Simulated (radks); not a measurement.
The numbers below are computed, except where a source is named.
Cu27+, 2 electrons, occupied as [He] (the NIST ground configuration). Code: a radial shooting solver on a logarithmic mesh with Libxc functionals. Model: scalar-relativistic Kohn-Sham, BLYP, spin-unpolarised, spherical densities, finite nucleus; Fermi nuclear charge, rms radius 3.8823 fm.

Normalised radial functions P(r) = r R(r), r in bohr:

| r | 1s |
|---|---|
| 0.002935 | 0.8848 |
| 0.003417 | 1.0122 |
| 0.003977 | 1.1554 |
| 0.00463 | 1.3153 |
| 0.00539 | 1.4927 |
| 0.006275 | 1.6878 |
| 0.007306 | 1.9005 |
| 0.008505 | 2.1296 |
| 0.009901 | 2.3727 |
| 0.01153 | 2.6262 |
| 0.01331 | 2.8709 |
| 0.0155 | 3.1267 |
| 0.01804 | 3.3704 |
| 0.021 | 3.5897 |
| 0.02445 | 3.7704 |
| 0.02846 | 3.8965 |
| 0.03314 | 3.9519 |
| 0.03858 | 3.9213 |
| 0.04491 | 3.7934 |
| 0.05228 | 3.5629 |
| 0.06086 | 3.2335 |
| 0.07085 | 2.8198 |
| 0.08183 | 2.3734 |
| 0.09526 | 1.8779 |
| 0.1109 | 1.3962 |
| 0.1291 | 0.9656 |
| 0.1503 | 0.6139 |
| 0.175 | 0.3539 |
| 0.2037 | 0.1823 |

1s: eigenvalue -10894.5 eV, 0 radial nodes, <r> = 0.0517 bohr, 90 % of the charge inside 0.0921 bohr.
